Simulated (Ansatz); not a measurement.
CH4N (SMILES [CH2]N) moved off its minimum; all values from Ansatz (a program for electronic structure), cores frozen in correlated methods. Open shells are unrestricted.
(charge 0, multiplicity 2)
```xyz
6

C     -0.7142     0.0810    -0.1389
N      0.6594    -0.0115     0.1850
H     -1.3204    -0.8044     0.0065
H     -1.1669     1.0309     0.0501
H      1.2268     0.6774    -0.1125
H      1.0985    -0.9537    -0.1122
```

Forces at MP2/cc-pVTZ (eV/Å):

| atom | Fx | Fy | Fz |
|---|---|---|---|
| C1 | 0.801 | -0.218 | 0.100 |
| N2 | -1.753 | -5.521 | 0.342 |
| H3 | 0.259 | 0.122 | 0.014 |
| H4 | -0.131 | 0.312 | 0.004 |
| H5 | 1.993 | 3.029 | -1.231 |
| H6 | -1.169 | 2.276 | 0.770 |

Question: Give the forces (eV/Å), the total energy and the dipole at CCSD(T)/cc-pVTZ.

Answer: 
```tsv
atom	Fx	Fy	Fz
C1	0.663	-0.206	-0.002
N2	-1.550	-5.452	0.486
H3	0.177	0.012	0.026
H4	-0.193	0.426	0.024
H5	2.020	3.053	-1.258
H6	-1.117	2.167	0.724
```
Energy -95.0295 hartree, dipole 1.06 D.
